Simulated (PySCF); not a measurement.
Record of a relaxation.

GaH6N.
Bonds: N1–Ga2. Hydrogens: H3, H4, H5 on N1; H6, H7, H8 on Ga2.

Computed by this run: PBE0-D3(BJ)/def2-SVP geometry optimisation, gas phase (PySCF); density fitting, grid level 1; the optimiser is geomeTRIC in internal coordinates, started from a GFN2-xTB structure with every atom displaced at random (about 0.01 Å). The frame can shift and turn from step to step; on so coarse a grid that alone can change the energy by a few meV, and forces under 0.02 eV/Å are noise.

Step 0: E = -53949.2299 eV, largest atomic force 1.987 eV/Å
```
atom  x, y, z in Å  |  force x, y, z in eV/Å
N1     -0.991   -0.090    0.042   -0.908   1.268  -1.231
Ga2     1.094    0.068   -0.050    0.160   0.112  -0.094
H3     -1.443    0.025   -0.900    0.600  -0.189   1.061
H4     -1.368    0.674    0.624    0.136  -0.467  -0.150
H5     -1.307   -0.970    0.413   -0.205  -0.556   0.343
H6      1.417   -0.086    1.438    0.124  -0.091   0.817
H7      1.402   -1.119   -0.966    0.132  -0.650  -0.497
H8      1.250    1.480   -0.653   -0.039   0.574  -0.248
```

Step 1: E = -53949.2769 eV, largest atomic force 0.588 eV/Å
```
atom  x, y, z in Å  |  force x, y, z in eV/Å
N1     -1.042   -0.069    0.015    0.491  -0.207   0.249
Ga2     1.166    0.078    0.005   -0.088   0.007   0.084
H3     -1.298    0.011   -0.961   -0.242  -0.014  -0.286
H4     -1.520    0.662    0.533    0.009   0.165   0.053
H5     -1.378   -0.966    0.370    0.067   0.057  -0.103
H6      1.469   -0.077    1.590   -0.102   0.043  -0.502
H7      1.444   -1.197   -0.961   -0.104   0.406   0.310
H8      1.261    1.559   -0.651   -0.031  -0.457   0.196
```

Step 2: E = -53949.3212 eV, largest atomic force 0.247 eV/Å
```
atom  x, y, z in Å  |  force x, y, z in eV/Å
N1     -1.024   -0.070    0.011    0.216   0.020  -0.118
Ga2     1.157    0.079    0.008   -0.169  -0.011   0.044
H3     -1.308    0.007   -0.966   -0.089  -0.018   0.079
H4     -1.491    0.669    0.535    0.038   0.009  -0.001
H5     -1.353   -0.967    0.366    0.005  -0.010  -0.007
H6      1.447   -0.075    1.560   -0.016   0.005  -0.078
H7      1.424   -1.170   -0.938    0.001   0.066   0.053
H8      1.249    1.528   -0.636    0.014  -0.061   0.027
```

Step 3: E = -53949.3274 eV, largest atomic force 0.129 eV/Å
```
atom  x, y, z in Å  |  force x, y, z in eV/Å
N1     -1.014   -0.071    0.005    0.101   0.018  -0.079
Ga2     1.146    0.080    0.007   -0.110  -0.004   0.010
H3     -1.324    0.005   -0.963   -0.056  -0.005   0.010
H4     -1.470    0.670    0.536    0.019  -0.002   0.023
H5     -1.339   -0.967    0.365    0.001  -0.008   0.023
H6      1.427   -0.075    1.552    0.002  -0.005   0.057
H7      1.425   -1.162   -0.930    0.027  -0.040  -0.026
H8      1.250    1.521   -0.632    0.016   0.047  -0.018
```

Step 4: E = -53949.3300 eV, largest atomic force 0.069 eV/Å
```
atom  x, y, z in Å  |  force x, y, z in eV/Å
N1     -1.007   -0.072   -0.001   -0.005   0.014  -0.068
Ga2     1.137    0.080    0.005   -0.021   0.000  -0.011
H3     -1.342    0.003   -0.962   -0.019  -0.002   0.015
H4     -1.452    0.670    0.538    0.012  -0.007   0.021
H5     -1.329   -0.966    0.367    0.004  -0.004   0.025
H6      1.408   -0.075    1.552   -0.002  -0.005   0.059
H7      1.434   -1.161   -0.928    0.022  -0.040  -0.026
H8      1.254    1.522   -0.631    0.009   0.043  -0.014
```

Step 5: E = -53949.3312 eV, largest atomic force 0.061 eV/Å
```
atom  x, y, z in Å  |  force x, y, z in eV/Å
N1     -1.005   -0.072   -0.007   -0.057   0.002  -0.022
Ga2     1.133    0.080    0.001    0.045   0.001  -0.015
H3     -1.362    0.002   -0.960   -0.002   0.001   0.003
H4     -1.438    0.669    0.542    0.008  -0.004   0.009
H5     -1.321   -0.965    0.371    0.009   0.001   0.010
H6      1.388   -0.075    1.555   -0.008   0.000   0.017
H7      1.448   -1.162   -0.929    0.005  -0.008  -0.002
H8      1.260    1.525   -0.633   -0.001   0.008   0.000
```

Step 6: E = -53949.3315 eV, largest atomic force 0.042 eV/Å
```
atom  x, y, z in Å  |  force x, y, z in eV/Å
N1     -1.006   -0.072   -0.010   -0.041  -0.003  -0.005
Ga2     1.134    0.080   -0.001    0.039   0.000  -0.008
H3     -1.371    0.001   -0.959    0.000   0.000   0.001
H4     -1.434    0.669    0.544    0.006   0.000   0.003
H5     -1.318   -0.965    0.373    0.008   0.001   0.001
H6      1.379   -0.075    1.555   -0.006   0.001  -0.003
H7      1.455   -1.163   -0.929   -0.002   0.005   0.006
H8      1.264    1.526   -0.633   -0.003  -0.005   0.004
```

Step 7: E = -53949.3316 eV, largest atomic force under 0.02 eV/Å
```
atom  x, y, z in Å  |  force x, y, z in eV/Å
N1     -1.008   -0.073   -0.011   -0.013  -0.002   0.003
Ga2     1.136    0.080   -0.003    0.013   0.000   0.000
H3     -1.378    0.001   -0.958   -0.001   0.000   0.000
H4     -1.432    0.669    0.546    0.003   0.001  -0.001
H5     -1.317   -0.965    0.374    0.004   0.000  -0.003
H6      1.373   -0.075    1.555   -0.002   0.001  -0.007
H7      1.460   -1.164   -0.929   -0.003   0.005   0.006
H8      1.266    1.527   -0.634   -0.001  -0.006   0.003
```

Question: Summarise the path.

Answer: The energy falls by 0.1017 eV from step 0 to step 7; nine tenths of that is first reached at step 3. It falls at every step. The largest force goes from 1.987 to under 0.02 eV/Å. Among the bonds N1–Ga2 changes most, from 2.093 to 2.149 Å; the atoms move by 0.042 Å rms after alignment.

What follows is the cost of the whole optimisation. Hardware: one thread, Arm Neoverse V2 (aarch64), no GPU (shared host). Cost: 11 s wall, 0.32 GiB resident at most.
